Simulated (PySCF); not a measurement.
## Correlation energy of Zr⁺ (zirconium, charge +1)

[Kr] 4d1 5s1 5p1, one real determinant (an excited configuration). All numbers are calculated (PySCF 2.14, a scalar-relativistic core potential, in aug-cc-pVDZ-PP with ECP28MDF (5s5p4d2f, 54 functions)). Frozen: 4s2 4p6; 3 electrons correlated.

MP2 pair energies summed by pair of shells (mhartree):

```json
{"pair": "5s-5p", "energy": "-3.20", "share (%)": "38.1"}
{"pair": "4d-5s", "energy": "-3.06", "share (%)": "36.5"}
{"pair": "4d-5p", "energy": "-2.13", "share (%)": "25.4"}
```

Total MP2 correlation energy: -8.39 mhartree.

Same-spin part -8.39 and opposite-spin part 0.00 mhartree; SCS-MP2 scales them by 1/3 and 6/5 to -2.80 mhartree.

The reference is one real determinant that mixes LS terms of this configuration.
